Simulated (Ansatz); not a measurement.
Ansatz (a first-principles code) input:

Ansatz 0.2 input:
```yaml
crystal:
  periodic: [false, false, false]
  atoms:
    - {symbol: Ge, position_ang: [-0.01639201, 0.01076352, 0.59351223]}
    - {symbol: H, position_ang: [0.01140152, -1.39673151, -0.27295979]}
    - {symbol: H, position_ang: [-0.00079226, 1.38939286, -0.31837097]}
basis:
  gaussian:
    orbitals: def2-TZVP
hamiltonian:
  xc: b3lyp
  dispersion: d3bj
total_charge: 1
magnetization: {spin_polarized: true, initial_magnetization: 1}
relax: {f_tol: 0.002, max_steps: 150}
```

Question: Predict the final energy.

Answer: -2077.86386 Eh (B3LYP-D3(BJ)/def2-TZVP). The basis has 60 functions.
